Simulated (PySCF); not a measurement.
Job for PySCF: R-B3LYP/3-21G on NH3 (SMILES N).

```python
from pyscf import gto, scf, dft, mp
from pyscf.data.elements import chemcore

mol = gto.M(
    atom='''
    N    -0.59425037    0.29204150    2.55530290
    H    -1.58757803    0.10579508    2.46808189
    H    -0.25005719   -0.19355090    3.37672084
    H    -0.46835167    1.28839341    2.69822457
    ''',
    basis='3-21g',
    charge=0, spin=0, verbose=3, max_memory=1800)
mf = dft.RKS(mol, xc='b3lyp')
mf.conv_tol = 1e-8
mf.max_cycle = 100
mf.kernel()
if not mf.converged:
    mf = mf.newton().run(mf.mo_coeff, mf.mo_occ)
```

**Question.** What total energy does the run end on?

**Answer.** -56.2286 hartree.
